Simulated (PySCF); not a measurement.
## [Ti(Cl)(Br)3] (charge 0, multiplicity 1)

Computed with TPSSh-D3(BJ)/def2-TZVP // BP86-D3(BJ)/def2-SVP run with PySCF.

| Item | Result |
|---|---|
| HOMO | -8.16 eV |
| dipole moment | 0.18 D |
| HOMO–LUMO gap | 3.89 eV |
| LUMO | -4.27 eV |
| charge on the central atom (Mulliken) | 0.97 e |
| charge on the central atom (meta-Löwdin) | 1.07 e |
| total energy | -9032.2180 Ha |
| cost | roughly 15 core-minutes |

Bonded distances (Å): Ti1–Cl2 2.170, Ti1–Br3 2.328, Ti1–Br4 2.328, Ti1–Br5 2.328. Angles (°): Cl2–Ti1–Br3 109.6, Cl2–Ti1–Br4 109.6, Cl2–Ti1–Br5 109.7, Br3–Ti1–Br4 109.3, Br3–Ti1–Br5 109.2, Br4–Ti1–Br5 109.3.
